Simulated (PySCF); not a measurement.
Si(F)2(Me)2 (C2H6F2Si), SMILES C[Si](C)(F)F.

Geometry optimised at ωB97X-D3(BJ)/def2-SVP.

Level of theory: PySCF with PBE/def2-TZVP.

Isolated molecule, no solvent.

The total energy is -568.84520 hartree. The point group is C2v. The highest occupied level is -7.61 eV, the lowest empty level comes out as 0.09 eV and the orbital gap is 7.69 eV. The dipole moment is 0.505 e·Å and the quadrupole, principal values (traceless, Buckingham form, about the centre of nuclear charge) is -3.52, -0.76, 4.28 D·Å. The mean static polarisability is 48.7 bohr³ (7.22 Å³) and the polarisability, principal values is 44.4, 47.0, 54.6 bohr³.
